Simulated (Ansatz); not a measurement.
Nb3⁻: single points at one geometry.

```yaml
crystal:
  periodic: [false, false, false]
  atoms:
    - {symbol: Nb, position_ang: [-0.359357, 0.076849, 0.483891]}
    - {symbol: Nb, position_ang: [-2.281166, 1.023545, 1.254638]}
    - {symbol: Nb, position_ang: [-0.967977, -0.193294, 2.661171]}
basis:
  gaussian: {orbitals: def2-SVPD, initial_orbitals: start.molden}
total_charge: -1
hamiltonian: {xc: pbe0, dispersion: d4}
scf: {omitted_lower_state_checks: [starts]}
output: {orbitals: {seedname: orbitals}}
```

The file start.molden holds the orbitals of an earlier run on this structure, at another level or in another basis.

```sh
$ ansatz run in.yaml --threads 4 --pin off --events-out ev --progress --plain --max-ram 3916MiB
```

Output, abridged:

```
Functional definition: PBE0
966 factors; their error is unknown
mean field evaluation 1: about -4644.0283 eV, gradient 8.8e0 eV
mean field evaluation 2: about -4644.0549 eV, gradient 5.8e-2 eV
mean field evaluation 4: about -4644.1143 eV, gradient 5.8e-4 eV
mean field evaluation 8: about -4644.1143 eV, gradient 1.6e-5 eV
mean field -4644.11431226 eV, -170.6680530818 hartree, gradient 1.6e-5 eV, S^2 0.000000; 0 other end points of the search recorded, 0 dependent functions left out
reference -4644.11433207 eV, -170.6680538099 hartree; 20, 20 occupied and 82, 82 virtual orbitals, 966 factors
Total energy: -4644.25238079 eV, -170.6731270068 hartree
Checks for a lower state left out: starts
```

Hardware: 4 threads of Arm Neoverse V1 on a shared host. Wall time 1.8 s.

First input, but with `gaussian: {orbitals: def2-TZVPD, initial_orbitals: start.molden}`, `hamiltonian: {xc: {name: BLYP}, dispersion: d4}` (abridged; 1.8 s):

```
Functional definition: BLYP
mean field -4645.94492951 eV, -170.7353270247 hartree, gradient 2.1e-5 eV, S^2 0.000000
Total energy: -4646.25767237 eV, -170.7468201131 hartree
Checks for a lower state left out: starts
```

The first input with `gaussian: {orbitals: def2-TZVPD, initial_orbitals: start.molden}`, `correlation: {method: mp2}` and without the key `hamiltonian` (abridged; 5.5 s):

```
Functional definition: HF
mean field evaluation 16: about -4591.4119 eV, gradient 4.0e-4 eV
mean field -4591.41193032 eV, -168.7312762686 hartree, gradient 2.6e-6 eV, S^2 0.000000; unrestricted orbitals would lower it
mean field evaluation 32: about -4593.3499 eV, gradient 1.5e0 eV
unrestricted determinant -4594.33898749 eV, -168.8388436353 hartree, S^2 4.5446
second order -38.97218834 eV of doubles, -0.00000000 eV of singles
Total energy: -4630.38411867 eV, -170.1634777740 hartree
Checks for a lower state left out: starts
```

The first input with `gaussian: {orbitals: def2-TZVPD, initial_orbitals: start.molden}`, `hamiltonian: {xc: pbe, dispersion: d4}` (abridged; 1.6 s):

```
Functional definition: PBE
mean field -4650.00447492 eV, -170.8845125672 hartree, gradient 1.1e-5 eV, S^2 0.000000
Total energy: -4650.16722512 eV, -170.8904935266 hartree
Checks for a lower state left out: starts
```

As the first input, with `gaussian: {orbitals: def2-TZVPD, initial_orbitals: start.molden}`, `hamiltonian: {xc: {name: BHLYP}, dispersion: d4}` (abridged; 7 s):

```
Functional definition: BHLYP
mean field -4635.38006695 eV, -170.3470754868 hartree, gradient 2.8e-6 eV, S^2 0.000000
Total energy: -4635.76819197 eV, -170.3613388183 hartree
Checks for a lower state left out: starts
```

Geometry: PBE0-D4/def2-TZVPD.

In the def2 sets Nb takes a core potential; there is no spin–orbit coupling. Correlated methods freeze no core orbitals; core or outer-core shells of Nb are correlated, in sets that lack core-valence functions. The restricted singlet is unstable towards broken spin symmetry at other levels; at PBE0-D4/def2-SVPD, BLYP-D4/def2-TZVPD, BHLYP-D4/def2-TZVPD this wasn't settled. At PBE0-D4/def2-SVPD, BLYP-D4/def2-TZVPD, PBE-D4/def2-TZVPD, BHLYP-D4/def2-TZVPD the highest occupied level of the charge -1 singlet lies above zero (up to 1.32 eV). The electron is either unbound and held by the finite basis, or the level is raised by self-interaction error. At MP2/def2-TZVPD, PBE-D4/def2-TZVPD the restricted singlet (for correlated methods, its reference) is unstable: a solution with broken spin symmetry lies lower. The geometry of the singlet was relaxed on an unsound state (restricted singlet, unstable towards broken spin symmetry). At PBE0-D4/def2-TZVPD a triplet of charge -1 lies 0.48 eV below the restricted singlet, each at its own geometry. That triplet is doubtful there (⟨S²⟩ 2.37, where a pure state has 2.00). The structure comes from a short search, and lower isomers may exist.
